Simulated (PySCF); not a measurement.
(E)-1-bromo-2-chloroprop-1-ene (C3H4BrCl), SMILES Br/C=C(\C)Cl. Atoms are numbered in the order given.

```xyz
9

C     -1.6851    -1.0687     0.0000
C     -0.1978    -1.0713     0.0000
Cl     0.5215    -2.6714     0.0000
C      0.6505    -0.0318     0.0000
Br     0.0857     1.7669     0.0000
H     -2.0667    -1.5999     0.8869
H     -2.0722    -0.0413     0.0000
H     -2.0667    -1.5999    -0.8869
H      1.7345    -0.1557     0.0000
```

Coordinates come from a r2SCAN-D4/def2-SVP optimisation.

These are HF/pcSseg-1 in PySCF values and carry that method's errors.

GIAO shieldings, no solvent; atoms alike by connectivity are averaged. δ = σ(ref) − σ: ¹³C against TMS (σ = 192.6 ppm); ³⁵Cl against HCl (σ = 958.2 ppm); ¹H against TMS (σ = 31.99 ppm), references at their B3LYP-D3(BJ)/def2-TZVP geometries, non-relativistic (without spin–orbit terms, shifts of atoms bonded to Cl or Br come out too high).

Q: Estimate the chemical shifts. (Estimate from the structure and the level; the computed values follow.)

A: 
| nucleus | atoms | count | δ (ppm) |
|---|---|---|---|
| ¹³C | C2 | 1 | 153.7 |
| ¹³C | C4 | 1 | 127.0 |
| ¹³C | C1 | 1 | 23.4 |
| ³⁵Cl | Cl3 | 1 | 203.1 |
| ¹H | H9 | 1 | 6.54 |
| ¹H | H6, H7, H8 | 3 | 2.55 |
